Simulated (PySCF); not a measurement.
Cartesian coordinates in Å; atom numbers follow the order of the lines, from 1:
```xyz
22

C    -3.061    0.685    1.092
C    -2.133    0.203    0.275
C    -2.462   -0.227   -1.123
Si   -0.327   -0.014    0.773
F    -0.260    0.580    2.299
Si    0.582   -2.186    0.589
Si    2.178   -1.356   -0.938
Si    1.373    0.853   -0.637
C     2.614    1.978    0.272
H    -2.823    0.993    2.096
H    -4.094    0.793    0.795
H    -2.225   -1.282   -1.259
H    -1.869    0.339   -1.841
H    -3.516   -0.076   -1.346
H    -0.334   -3.218    0.077
H     1.111   -2.802    1.812
H     2.073   -1.893   -2.303
H     3.591   -1.596   -0.609
H     0.957    1.627   -1.826
H     3.490    2.188   -0.336
H     2.169    2.930    0.549
H     2.956    1.501    1.187
```

All values are calculated (PySCF 2.14.0 with density-fitted response routines): GIAO PBE0/pcSseg-1 shieldings, geometry: GFN2-xTB. Fast rotation and ring inversion assumed for equivalent nuclei, no relativistic terms, gas phase, single conformer.

List the cross peaks expected in HSQC, COSY and HMBC spectra.

Answers



HSQC (one-bond C–H):
```csv
δH,δC
6.17 (H11),134.1 (C1)
5.89 (H10),134.1 (C1)
1.86 (H12/H13/H14),23.3 (C3)
0.56 (H20/H21/H22),-7.9 (C9)
```

COSY cross peaks (H two or three bonds apart, from the bond graph; peaks can be absent where the dihedral angle is near 90°):
```csv
δH,δH
6.17 (H11),5.89 (H10)
4.86 (H19),3.78 (H17)
4.86 (H19),3.70 (H18)
4.86 (H19),0.56 (H20/H21/H22)
4.34 (H16),4.08 (H15)
4.34 (H16),3.78 (H17)
4.34 (H16),3.70 (H18)
4.08 (H15),3.78 (H17)
4.08 (H15),3.70 (H18)
3.78 (H17),3.70 (H18)
```

HMBC (two and three bonds, from the bond graph):
```csv
δH,δC
6.17 (H11),"151.3 (C2), 23.3 (C3)"
5.89 (H10),"151.3 (C2), 23.3 (C3)"
4.86 (H19),"151.3 (C2), -7.9 (C9)"
4.34 (H16),151.3 (C2)
4.08 (H15),151.3 (C2)
3.78 (H17),-7.9 (C9)
3.70 (H18),-7.9 (C9)
1.86 (H12/H13/H14),"151.3 (C2), 134.1 (C1)"
```

δ = σ(ref) − σ, references computed at the same level: ¹H and ¹³C against TMS.

Short H···H contacts in this conformer between protons four or more bonds apart (candidates for NOE cross peaks, intensity ∝ r⁻⁶): H11···H14 2.38 Å.

Shifts are as computed. Against solution values, carbons near 30 ppm lie about +3 ppm off and those near 130 ppm about +5 ppm. Of 1309 compounds with measured shifts, 239 miss one by over three times the rms of a fit or turn the order of signals round; such compounds aren't used in these exercises.
